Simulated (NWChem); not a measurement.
System: Si3H7Cl; SMILES [SiH2]([SiH3])[SiH2]Cl

Input file for NWChem:

```
start job
memory heap 200 mb stack 900 mb global 1100 mb
geometry units angstroms noautosym nocenter noautoz
  Si    -0.837784     2.276795     0.213277
  Si     1.026704     0.954725    -0.349159
  Si     0.803446    -1.294867     0.302401
  Cl    -0.940151    -2.119664    -0.514617
  H     -1.110938     2.178603     1.673272
  H     -0.569310     3.701466    -0.125594
  H     -2.042286     1.824571    -0.531754
  H      1.272649     1.004043    -1.818564
  H      2.246986     1.483130     0.331080
  H      0.699779    -1.426324     1.779451
  H      1.944343    -2.124150    -0.167141
end
basis spherical
  * library 6-31g*
end
dft
  xc b3lyp
  iterations 150
end
property
  shielding
  efieldgrad
end
task dft property
```

Coordinates come from a B3LYP/6-31G* (spherical d) optimisation. B3LYP is NWChem's, with the RPA form of VWN correlation.

GIAO values for the isolated, static molecule; σ is the absolute isotropic shielding, δ = σ(reference) − σ with the isolated reference molecule computed at the same levels (1H: tetramethylsilane, 29Si: tetramethylsilane).

Atoms are numbered as in the input.

Task: Predict the main results of this run. (B3LYP/6-31G* (spherical d), GIAO.) Quantities: δ Si2 (ppm); δ Si3 (ppm); σ Cl4 (ppm); δ H5 (rotor mean) (ppm); δ H9 (ppm); δ H10 (ppm); δ H11 (ppm).

Result: The δ Si2 (ppm) comes out as -70.3, the δ Si3 (ppm) is 11.6 and the σ Cl4 (ppm) comes out as 1040.6. The δ H5 (rotor mean) (ppm) is 3.76 and the δ H9 (ppm) comes out as 3.39. The δ H10 (ppm) is 5.31 and the δ H11 (ppm) is 5.41.
